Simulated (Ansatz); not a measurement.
Born–Oppenheimer molecular dynamics of a periodic cell of 40 atoms, CF4 (packed as 8 CF4, density as packed 1.61 g/cm³ with natural masses). It starts from a partly relaxed structure (largest force component 0.15 eV/Å).

These are results of DFT r2SCAN-D3(BJ), scalar-relativistic, plane waves, PAW in Ansatz 0.2.0, not measurements. Settings: accuracy low, cutoff 500 eV, k mesh 1x1x1, fermi-dirac smearing 0.05 eV, no spin polarisation.

```json
{"ensemble": "NVT, Langevin thermostat", "time step": "1 fs", "steps asked": "160", "set temperature": "400 K", "friction": "0.02 /fs", "seed": "594806"}
```

Frames 5 fs apart, positions in Å, forces in eV/Å.

Velocities at 60 fs (Å/ps):

```
C 0.78 3.17 -3.36
F 9.17 2.45 -2.25
F 1.18 -6.75 0.52
F 0.32 -0.81 0.97
F -0.10 2.95 0.15
C 5.54 3.01 -1.58
F -2.65 6.65 -9.93
F 3.48 2.96 4.39
F 1.62 -0.01 -3.74
F 0.58 2.14 -2.51
C -7.72 -5.63 -0.87
F 1.21 -2.37 0.35
F -6.35 -0.81 2.10
F -4.60 -4.13 3.09
F -2.58 1.35 -4.76
C -4.72 0.44 5.97
F -6.28 -0.40 8.52
F -0.64 -4.63 5.87
F 2.72 -4.46 3.71
F 1.79 -1.62 1.15
C 9.78 10.52 3.88
F 0.54 -2.79 0.51
F -4.67 -1.63 -4.67
F -1.59 5.80 -2.43
F -11.58 4.00 0.12
C -0.91 6.89 -0.06
F 7.77 0.48 4.51
F 0.19 -3.14 -0.71
F 4.75 -2.72 -0.62
F 3.42 -2.14 -2.72
C -0.74 1.86 -3.82
F -2.22 2.62 -3.22
F 5.20 -3.03 -5.31
F 2.61 -5.94 -2.99
F -3.31 -1.60 6.43
C -0.97 8.62 -11.18
F 2.67 -2.14 -8.08
F 3.67 9.92 -9.28
F 1.42 -0.97 -4.59
F 0.12 0.90 -3.58
```

```xyz
40
Lattice="8.9959 0.0000 0.0000 0.0000 8.9959 0.0000 0.0000 0.0000 8.9959" Properties=species:S:1:pos:R:3:forces:R:3 time_fs=60 energy_less_start_eV=1.081 T=392
C 3.601 8.560 4.225 -0.02 2.43 -0.86
F 4.899 8.838 4.035 -0.68 -0.01 1.07
F 3.121 8.457 2.981 -0.62 -0.33 0.96
F 3.450 7.474 4.930 -0.17 0.09 -0.24
F 2.942 9.639 4.866 1.44 -2.31 -1.11
C 7.717 6.222 1.851 -3.19 -0.35 -0.83
F 8.523 7.019 1.258 0.99 0.85 -0.86
F 8.296 5.599 2.808 0.70 -0.89 1.11
F 6.664 6.936 2.346 0.79 -0.58 -0.35
F 7.191 5.314 0.952 0.73 0.97 0.92
C 4.516 3.983 3.458 -0.46 -0.06 0.50
F 5.395 4.617 4.224 -0.12 0.47 -0.25
F 4.000 3.005 4.164 -0.34 -0.53 0.42
F 3.520 4.779 3.070 0.57 0.20 0.07
F 5.123 3.477 2.418 0.39 0.00 -0.76
C 8.208 1.443 4.112 0.34 -1.44 1.73
F 6.964 1.593 4.608 1.23 0.52 -0.35
F 9.111 1.303 5.159 -1.50 -0.03 -1.33
F 8.186 0.324 3.385 0.36 0.48 0.29
F 8.619 2.445 3.400 -0.41 0.53 -0.35
C 3.523 2.695 8.358 0.05 -0.36 1.81
F 2.829 3.666 8.948 0.74 0.33 -0.21
F 3.213 1.582 9.102 0.91 0.78 -1.31
F 3.172 2.594 7.127 -0.88 -0.62 -1.14
F 4.845 2.932 8.340 -0.76 -0.16 0.89
C 8.329 1.463 8.449 0.48 -0.49 -0.86
F 7.381 1.584 7.530 0.34 0.17 -0.15
F 9.144 2.515 8.425 -0.60 -0.01 0.31
F 7.715 1.332 9.609 0.64 -0.04 0.18
F 9.104 0.394 8.156 -0.84 0.43 0.53
C 5.294 7.708 7.933 1.09 1.59 2.95
F 4.763 7.959 9.184 0.06 -0.19 -1.62
F 4.812 8.524 7.042 -0.29 0.48 -0.18
F 6.622 7.945 8.090 -0.67 -0.42 -0.55
F 5.074 6.492 7.617 -0.13 -1.52 -0.50
C 1.396 6.109 6.876 0.77 -0.94 0.88
F 2.300 6.913 7.393 0.47 0.43 0.00
F 0.951 5.350 7.898 -0.40 0.37 -0.97
F 0.463 6.817 6.316 -0.90 0.15 -0.11
F 1.957 5.322 5.958 -0.12 0.02 0.24
40
Lattice="8.9959 0.0000 0.0000 0.0000 8.9959 0.0000 0.0000 0.0000 8.9959" Properties=species:S:1:pos:R:3:forces:R:3 time_fs=65 energy_less_start_eV=1.109 T=335
C 3.605 8.597 4.198 0.68 0.61 0.51
F 4.943 8.849 4.030 -1.84 0.01 0.84
F 3.122 8.425 2.983 -0.44 0.17 0.56
F 3.453 7.482 4.930 0.10 0.97 -0.75
F 2.956 9.639 4.856 1.41 -1.93 -1.36
C 7.716 6.238 1.844 -2.02 -0.42 -0.63
F 8.515 7.056 1.216 0.41 -0.01 0.00
F 8.321 5.604 2.822 0.10 0.08 -0.16
F 6.667 6.937 2.329 0.75 -0.45 -0.11
F 7.200 5.329 0.953 0.77 0.79 0.90
C 4.478 3.958 3.463 1.25 0.54 0.25
F 5.401 4.608 4.232 -1.02 -0.20 -0.81
F 3.972 2.995 4.172 -0.16 -0.73 0.28
F 3.502 4.754 3.081 0.27 0.42 -0.02
F 5.118 3.483 2.392 -0.30 0.07 0.26
C 8.203 1.430 4.151 0.24 -0.90 0.70
F 6.940 1.594 4.646 1.97 0.30 -0.70
F 9.096 1.281 5.181 -1.43 0.18 -1.22
F 8.200 0.306 3.408 0.06 0.89 0.64
F 8.618 2.444 3.400 -0.79 -0.40 0.57
C 3.558 2.724 8.382 -3.69 -2.03 -0.44
F 2.840 3.654 8.948 0.20 1.30 0.50
F 3.197 1.578 9.079 1.26 0.85 -1.05
F 3.160 2.615 7.111 -0.41 -0.45 -0.02
F 4.792 2.950 8.340 2.69 0.32 1.05
C 8.331 1.480 8.447 1.14 -2.03 -0.46
F 7.412 1.591 7.541 -0.77 0.30 -1.01
F 9.137 2.499 8.421 0.19 0.95 0.41
F 7.734 1.317 9.606 0.38 0.07 0.51
F 9.108 0.380 8.147 -0.91 0.75 0.57
C 5.302 7.724 7.944 0.38 0.34 1.59
F 4.748 7.974 9.160 0.15 0.19 -1.23
F 4.826 8.523 7.006 0.04 0.00 0.50
F 6.622 7.916 8.075 -0.47 -0.07 -0.31
F 5.065 6.476 7.652 -0.03 -0.50 -0.43
C 1.403 6.137 6.831 0.90 -1.41 1.28
F 2.313 6.907 7.361 0.84 1.25 -0.15
F 0.966 5.405 7.849 -0.96 -0.47 0.00
F 0.456 6.811 6.287 -1.05 0.78 -0.59
F 1.960 5.325 5.949 0.10 -0.12 -0.47
40
Lattice="8.9959 0.0000 0.0000 0.0000 8.9959 0.0000 0.0000 0.0000 8.9959" Properties=species:S:1:pos:R:3:forces:R:3 time_fs=70 energy_less_start_eV=0.977 T=336
C 3.611 8.638 4.160 1.16 -1.53 2.18
F 4.959 8.847 4.033 -1.87 0.26 0.31
F 3.115 8.402 2.991 -0.49 0.51 -0.58
F 3.448 7.501 4.926 0.28 1.12 -1.00
F 2.989 9.617 4.832 0.80 -0.54 -1.13
C 7.680 6.245 1.821 0.91 -0.03 0.17
F 8.519 7.087 1.188 -0.41 -0.66 0.48
F 8.341 5.606 2.814 -0.59 0.72 -0.83
F 6.673 6.942 2.307 0.03 -0.08 0.20
F 7.221 5.347 0.967 0.09 0.04 -0.01
C 4.469 3.944 3.475 1.43 0.55 0.15
F 5.404 4.599 4.241 -1.29 -0.48 -0.99
F 3.957 2.978 4.189 0.17 -0.48 0.01
F 3.499 4.732 3.087 0.04 0.62 0.09
F 5.099 3.489 2.377 -0.30 -0.09 0.70
C 8.198 1.396 4.188 -0.01 0.68 -0.29
F 6.944 1.603 4.665 1.59 -0.01 -0.57
F 9.063 1.254 5.191 -0.62 0.17 -0.38
F 8.212 0.298 3.445 -0.15 0.33 0.23
F 8.599 2.450 3.416 -0.75 -1.11 1.00
C 3.526 2.711 8.384 -2.61 -1.20 -1.42
F 2.855 3.664 8.943 -0.51 1.33 0.78
F 3.189 1.579 9.044 0.88 0.37 -0.63
F 3.143 2.627 7.091 -0.50 -0.52 0.34
F 4.761 2.963 8.340 2.78 0.01 0.96
C 8.366 1.464 8.441 -0.15 -1.20 -0.35
F 7.432 1.616 7.543 -0.70 0.04 -1.07
F 9.137 2.507 8.421 0.71 0.84 0.47
F 7.750 1.306 9.595 0.44 -0.01 0.67
F 9.098 0.375 8.149 -0.29 0.38 0.32
C 5.327 7.745 7.974 -1.50 -1.04 -1.08
F 4.740 7.986 9.131 0.08 0.72 -0.21
F 4.830 8.528 6.968 0.60 -0.64 1.58
F 6.613 7.896 8.057 0.62 0.31 0.07
F 5.051 6.456 7.685 0.30 0.64 -0.24
C 1.438 6.139 6.826 -0.82 -0.06 -0.98
F 2.327 6.925 7.325 1.16 1.50 0.00
F 0.972 5.449 7.802 -1.33 -1.42 1.56
F 0.437 6.817 6.245 0.43 0.12 0.07
F 1.964 5.319 5.939 0.38 -0.13 -0.56
40
Lattice="8.9959 0.0000 0.0000 0.0000 8.9959 0.0000 0.0000 0.0000 8.9959" Properties=species:S:1:pos:R:3:forces:R:3 time_fs=75 energy_less_start_eV=0.935 T=357
C 3.641 8.639 4.157 0.41 -2.32 1.17
F 4.957 8.858 4.032 -0.95 0.14 0.04
F 3.102 8.392 2.996 -0.09 0.51 -0.84
F 3.446 7.515 4.908 0.60 0.32 -0.54
F 3.031 9.584 4.798 -0.10 1.15 -0.06
C 7.659 6.249 1.812 2.51 0.56 0.42
F 8.529 7.104 1.170 -0.96 -0.89 0.74
F 8.356 5.609 2.790 -0.82 0.91 -0.63
F 6.670 6.953 2.300 -0.11 -0.09 0.23
F 7.247 5.356 0.976 -0.59 -0.51 -0.75
C 4.490 3.942 3.473 -0.02 -0.33 0.73
F 5.402 4.580 4.244 -1.00 -0.39 -0.90
F 3.940 2.951 4.212 0.87 0.53 -0.78
F 3.504 4.719 3.086 0.07 0.68 0.30
F 5.078 3.492 2.370 0.14 -0.35 0.60
C 8.186 1.385 4.220 0.00 1.01 -1.26
F 6.973 1.620 4.679 -0.07 -0.05 -0.09
F 9.017 1.236 5.203 0.74 0.16 0.85
F 8.216 0.293 3.485 -0.32 -0.22 -0.29
F 8.565 2.441 3.441 -0.28 -0.86 0.74
C 3.447 2.679 8.361 1.69 1.33 -1.00
F 2.845 3.675 8.945 -0.83 0.64 0.47
F 3.182 1.576 8.992 0.01 -0.80 0.09
F 3.134 2.632 7.082 -1.01 -0.56 -0.28
F 4.760 2.968 8.350 0.18 -0.62 0.74
C 8.402 1.427 8.435 -2.15 1.71 -0.32
F 7.441 1.642 7.524 0.10 -0.46 -0.39
F 9.140 2.524 8.429 0.68 -0.13 0.42
F 7.758 1.308 9.589 0.64 -0.26 0.41
F 9.087 0.379 8.148 0.73 -0.83 -0.06
C 5.320 7.755 7.965 -1.02 -1.59 -1.08
F 4.737 8.008 9.114 -0.02 0.92 -0.07
F 4.848 8.518 6.943 0.43 -0.56 1.53
F 6.614 7.883 8.046 0.47 0.38 0.11
F 5.041 6.450 7.709 0.26 0.85 -0.35
C 1.458 6.144 6.818 -1.18 0.77 -1.76
F 2.348 6.971 7.296 0.38 0.62 -0.29
F 0.965 5.481 7.785 -1.03 -1.33 1.76
F 0.426 6.822 6.203 1.26 -0.25 0.51
F 1.972 5.312 5.929 0.38 0.20 -0.12
40
Lattice="8.9959 0.0000 0.0000 0.0000 8.9959 0.0000 0.0000 0.0000 8.9959" Properties=species:S:1:pos:R:3:forces:R:3 time_fs=80 energy_less_start_eV=0.941 T=361
C 3.675 8.611 4.184 -0.60 -1.46 -1.65
F 4.952 8.877 4.017 0.14 -0.23 0.12
F 3.092 8.393 2.998 0.39 0.32 -0.52
F 3.450 7.525 4.879 0.84 -1.21 0.63
F 3.071 9.560 4.768 -0.88 2.39 1.19
C 7.687 6.257 1.809 0.82 1.29 -0.09
F 8.515 7.121 1.157 -0.57 -0.63 0.77
F 8.351 5.618 2.752 0.06 0.54 0.51
F 6.661 6.960 2.304 0.58 -0.47 -0.02
F 7.273 5.369 0.973 -0.85 -0.75 -1.16
C 4.516 3.934 3.489 -1.83 -0.64 -0.11
F 5.399 4.565 4.227 -0.14 -0.06 -0.13
F 3.925 2.935 4.227 1.28 0.91 -0.92
F 3.517 4.719 3.092 0.24 0.53 0.57
F 5.057 3.483 2.371 0.52 -0.59 0.55
C 8.196 1.398 4.247 -0.56 -0.01 -1.72
F 7.001 1.640 4.697 -1.36 0.08 0.34
F 8.986 1.222 5.240 1.64 0.22 1.22
F 8.204 0.291 3.513 -0.17 -0.18 -0.24
F 8.537 2.421 3.461 0.52 -0.07 0.30
C 3.399 2.671 8.328 3.09 2.26 0.80
F 2.806 3.687 8.953 -0.31 -0.40 -0.30
F 3.178 1.566 8.944 -0.45 -1.04 0.35
F 3.120 2.634 7.075 -1.16 -0.30 -1.15
F 4.765 2.957 8.373 -1.13 -0.53 0.32
C 8.381 1.422 8.419 -1.02 2.23 0.07
F 7.445 1.668 7.494 0.25 -0.62 0.08
F 9.154 2.528 8.449 0.17 -0.67 0.11
F 7.778 1.304 9.588 0.13 -0.27 0.15
F 9.082 0.373 8.149 0.46 -0.65 -0.32
C 5.307 7.738 7.927 0.13 -0.93 1.16
F 4.731 8.039 9.101 0.24 0.64 -0.77
F 4.879 8.499 6.938 -0.13 -0.14 0.45
F 6.628 7.876 8.034 -0.30 0.06 -0.04
F 5.026 6.450 7.732 0.18 0.36 -0.69
C 1.448 6.154 6.779 -0.20 0.90 -0.22
F 2.358 7.021 7.265 -0.58 -0.47 -0.67
F 0.941 5.509 7.787 -0.29 -0.65 0.54
F 0.447 6.826 6.171 0.92 -0.23 0.15
F 2.003 5.309 5.917 -0.04 0.46 0.30
```

Of the whole run (160 fs, mean temperature of the second half 420 K): A run of 0.16 ps of so small a system gives no equilibrium averages. Limits of this set-up: coarse k mesh, low accuracy level.

The run took 19 min on 4 threads of Intel(R) Xeon(R) Platinum 8375C CPU @ 2.90GHz (Ice Lake), with other jobs on the host, peak memory 1.4 GiB.
